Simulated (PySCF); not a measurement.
Values are calculated unless marked as measured or tabulated.
## How neighbours change a Hf atom

Gas-phase molecules, one conformer each, optimised by PBE0-D3(BJ)/def2-SVP. No frequency run checks that these structures are minima. Excitations by CAM-B3LYP/def2-SVPD.

(1) Order these by the lowest singlet (eV), lowest first.
A. [OH][Hf]([OH])([OH])[OH] (Hf bonded to 4 O)
B. [CH3][Ga]([CH3])[O][Hf]([OH])([OH])[OH] (Hf bonded to 4 O)
C. [OH][HfH]([OH])[OH] (Hf bonded to 3 O + 1 H)
D. N#[C][Hf]([OH])([OH])[OH] (Hf bonded to 1 C + 3 O)
E. [OH][Hf]([OH])([OH])[F] (Hf bonded to 1 F + 3 O)
F. [OH][Hf]([OH])([OH])[PH2] (Hf bonded to 3 O + 1 P)
G. [OH][Hf]([OH])([OH])[C](F)(F)F (Hf bonded to 1 C + 3 O)

Results:

(1) F (4.98), B (6.03), D (6.3), G (6.39), C (6.45), A (7.44), E (7.58).

The geometry optimisation stopped short of its threshold. Shieldings and excitations lack spin-orbit coupling, which matters at and next to atoms heavier than Zn. Atoms past Kr carry effective core potentials.
